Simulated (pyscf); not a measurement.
# H₂P–AlH–PH₂ (SMILES [PH2][AlH][PH2]), singlet

Gas-phase minimum from PySCF at ωB97X-D3(BJ)/def2-SVP, one conformer. 

SMILES: [PH2][AlH][PH2]
```xyz
8

P      0.3286     1.0628     0.1372
Al    -0.6664    -1.0242     0.0743
P     -1.0057    -2.1761     2.0511
H      1.2501     0.7887    -0.9142
H      1.2229     0.7358     1.1966
H     -1.1114    -1.6581    -1.3093
H     -2.3582    -2.5173     1.7610
H     -1.3148    -1.0131     2.8134
```

Bond lengths (Å): P1–Al2 2.313, P1–H4 1.425, P1–H5 1.425, Al2–P3 2.313, Al2–H6 1.586, P3–H7 1.425, P3–H8 1.425. Angles (°): Al2–P1–H4 94.9, Al2–P1–H5 94.8, H4–P1–H5 95.7, P1–Al2–P3 119.3, P1–Al2–H6 120.3, P3–Al2–H6 120.4, Al2–P3–H7 94.8, Al2–P3–H8 94.7, H7–P3–H8 95.7.

Properties at ωB97X-D3(BJ)/def2-SVP:

```json
{
  "harmonic_wavenumbers_unscaled": "101, 127, 140, 371, 384, 470, 479, 502, 574, 655, 717, 1104, 1106, 1955, 2443, 2444, 2456, 2458 cm⁻¹",
  "zero_point_energy": "26.4 kcal/mol",
  "rotational_symmetry_number": "2",
  "Entropy of this conformer at 298 K and 1 atm, rigid rotor and harmonic oscillator, modes under 100 cm⁻¹ raised to 100": "331.9 J/(mol K)",
  "dipole_moment": "0.34 D"
}
```

Single-point totals, which compare only within one level (frozen core for MP2 and CC):

```csv
level,total energy (hartree)
ωB97X-D3(BJ)/def2-TZVP,-928.24979
PBE/def2-TZVP,-927.71349
r²SCAN/def2-TZVP,-928.09426
B3LYP-D3(BJ)/def2-TZVP,-928.25607
PBE0-D3(BJ)/def2-TZVP,-927.80645
M06-2X/def2-TZVP,-928.10397
ωB97M-D3(BJ)/def2-TZVP,-928.30427
HF/def2-TZVPP,-926.34657
MP2/def2-TZVPP,-926.74194
CCSD/def2-TZVPP,-926.79814
CCSD(T)/def2-TZVPP,-926.81747
```

Soft torsions are taken as harmonic, which can shift the entropy by several J/(mol K). The CCSD(T) − MP2 part came from Ansatz, without density fitting, on the same reference.
